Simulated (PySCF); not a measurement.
# How a change of structure moves an absorption spectrum

Level of theory: PySCF 2.14.0, density-fitted response routines, TDDFT PBE0/def2-SVPD, vertical, gas phase, core orbitals frozen in the response. Geometries: GFN2-xTB; one conformer of each isolated species. Triplets are in the Tamm–Dancoff approximation. 'Strongest' means the level of largest summed f among the lowest 8 singlets; it needn't be the same kind of state in each.

Parent: `COC1=CO[SiH2][SiH2]1`, with lowest singlet excitation energy 4.57 eV, S1–T1 gap 0.93 eV, HOMO–LUMO gap 5.78 eV, lowest triplet energy 3.64 eV, LUMO energy -0.34 eV, energy of the strongest computed level 4.86 eV. Its spectrum: 271 nm (f 0.000); 255 nm (f 0.050); 239 nm (f 0.000); 219 nm (f 0.012); 202 nm (f 0.002).

Shifts from the parent:

```
                         change                   SMILES  Δ S1 (eV)  Δ S1−T1 (eV)  Δ gap (eV)  Δ T1 (eV)  Δ LUMO (eV)  Δ strongest (eV)
    S inserted into a Si-C bond    COC1=CO[SiH2][SiH2]S1      -0.78         -0.76       -0.86      -0.02        -0.77             +0.62
               Si replaced by C          COC1=COC[SiH2]1      +0.35         +0.24       +0.37      +0.11        +0.57             +0.69
H2 added to a C-C multiple bond  CO[C@H]1CO[SiH2][SiH2]1      +1.41         -0.40       +1.33      +1.81        +0.14             +2.10
```

**Question.** Predict the same shifts for this change: O replaced by S (`COC1=CS[SiH2][SiH2]1`).

**Answer.** Δ lowest singlet excitation energy -0.49 eV, Δ S1–T1 gap -0.15 eV, Δ HOMO–LUMO gap -0.45 eV, Δ lowest triplet energy -0.33 eV, Δ LUMO energy -0.24 eV, Δ energy of the strongest computed level +0.89 eV. Spectrum: 4.09 eV (f 0.001); 4.28 eV (f 0.043); 4.62 eV (f 0.001); 5.28 eV (f 0.000); 5.74 eV (f 0.000). S1 falls most with S inserted into a Si-C bond (-0.78 eV), and it rises most with H2 added to a C-C multiple bond (+1.41 eV). S1 is simply the lowest singlet of each species and needn't be the same kind of state throughout. Over these 4 changes the shifts of S1 and of the HOMO–LUMO gap correlate with r = 1.00.

Lowest levels of each derivative:
- `COC1=CO[SiH2][SiH2]S1`: 3.79 eV (f 0.002); 4.76 eV (f 0.009); 5.09 eV (f 0.007)
- `COC1=CS[SiH2][SiH2]1`: 4.09 eV (f 0.001); 4.28 eV (f 0.043); 4.62 eV (f 0.001)
- `COC1=COC[SiH2]1`: 4.92 eV (f 0.000); 5.31 eV (f 0.006); 5.55 eV (f 0.113)
- `CO[C@H]1CO[SiH2][SiH2]1`: 5.98 eV (f 0.030); 6.31 eV (f 0.014); 6.41 eV (f 0.036)
